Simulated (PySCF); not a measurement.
K(OtBu) (C4H9KO), SMILES CC(C)(C)[O][K].

Coordinates come from a B3LYP-D3(BJ)/def2-SVP optimisation. The isomer is the one that the SMILES or the coordinates give; other isomers of the formula were not compared.

Two levels are set side by side: TDA-PBE/def2-SVPD (PySCF) and TDA-PBE0/def2-SVPD (PySCF). Vertical, same geometry. The lowest singlet is HOMO→LUMO 100 % with PBE and HOMO→LUMO 98 % with the other functional; states are paired by order. Differences are taken from unrounded values.

```csv
quantity,TDA-PBE
lowest singlet excitation (eV),1.82
lowest triplet excitation (TDA) (eV),1.79
```

### Question
These are the TDA-PBE values. What does TDA-PBE0 give? (Estimate from the structure and the level; the computed values follow.)

### Answer

```tsv
quantity	TDA-PBE0	TDA-PBE minus TDA-PBE0
lowest singlet excitation (eV)	2.80	-0.97
lowest triplet excitation (TDA) (eV)	2.76	-0.97
```

Functionals without exact exchange tend to place singlet excitations lower, as here. Differences between two approximate levels are no errors against the true value.

Rough cost on one machine, each run with all the roots and properties that it gave: TDA-PBE0 against TDA-PBE within a factor of 2.
